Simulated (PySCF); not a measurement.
C3H6O3, SMILES COCC(=O)O (GFN2-xTB optimised geometry):

```
12

C      1.328    -1.076     0.000
O     -0.084    -1.076     0.000
C     -0.662     0.195     0.000
C     -0.512     0.967    -1.302
O      0.121     0.638    -2.264
O     -1.195     2.119    -1.241
H      1.626    -2.119     0.068
H      1.731    -0.641    -0.917
H      1.717    -0.526     0.866
H     -0.256     0.827     0.807
H     -1.731     0.052     0.184
H     -1.103     2.610    -2.075
```

Calculation: B3LYP/def2-TZVP (PySCF).

Question: What are the frontier orbital energies and the dipole moment?

Answer: HOMO-2 -9.14 eV, HOMO-1 -8.34 eV, HOMO -7.35 eV, LUMO -0.21 eV, LUMO+1 0.57 eV; dipole moment 1.95 D.

Meta-Löwdin charges at B3LYP/def2-TZVP: C1 -0.12, O2 -0.38, C3 -0.03, C4 0.52, O5 -0.45, O6 -0.47, H7 0.13, H8 0.12, H9 0.09, H10 0.11, H11 0.14, H12 0.36.
